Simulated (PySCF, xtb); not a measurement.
F₆Mo, SMILES [F][Mo-]([F])([F])([F])([F])[F] (connectivity only; charge and spin as stated), charge -1, multiplicity 2.

Harmonic wavenumbers (cm⁻¹) from GFN2-xTB run with xtb at its own minimum, in rising order: 55, 93, 165, 166, 186, 186, 216, 272, 272, 367, 394, 466, 466, 484, 577.

Q: What does PBE0-D3(BJ)/def2-SVPD (PySCF) give at its own minimum? (The exact figures need the calculation; the answer reports its results.)

A: 83, 118, 140, 167, 252, 253, 265, 273, 284, 284, 572, 638, 646, 665, 676. Paired by order, the mean absolute difference is 78 cm⁻¹ and the zero-point energies are 6.2 and 7.6 kcal/mol.
